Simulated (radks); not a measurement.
Results of a calculation; reference values are marked as such.
Problem. These are the eigenvalues of the occupied orbitals of an atom or ion with whole-number occupations (eV). Level of theory: Dirac Kohn-Sham, PBEsol, spin-unpolarised, spherical densities, finite nucleus; Fermi nuclear charge, rms radius of each element as measured or else 0.836 A^(1/3) + 0.57 fm (a radial shooting solver on a logarithmic mesh with Libxc functionals).

1s1/2: -78260.19
2s1/2: -13753.12
2p1/2: -13187.10
2p3/2: -11459.41
3s1/2: -3244.929
3p1/2: -2989.806
3p3/2: -2610.115
3d3/2: -2183.323
3d5/2: -2101.481
4s1/2: -709.6747
4p1/2: -601.2440
4p3/2: -510.0979
4d3/2: -331.9851
4d5/2: -314.9473
5s1/2: -109.8176
4f5/2: -87.2098
4f7/2: -83.6396
5p1/2: -74.4984
5p3/2: -58.7122
5d3/2: -11.5750
5d5/2: -9.9925
6s1/2: -7.6599
6p1/2: -2.3819

Which element is it, and in what charge state? The configuration may be excited. Open shells, if any, fill j = l - 1/2 first.

Solution. Z = 78, platinum, charge 0: Pt in [Xe] 4f13 5d9 6s1 6p1. The list shows which subshells hold electrons but not how many an open one holds; the 1s level, -2876 hartree, gives Z - s = 75.8 by -(Z - s)^2/2, which with screening and relativity narrows Z to a few neighbours, and the depths of the outer levels then fix element, charge and occupations together.
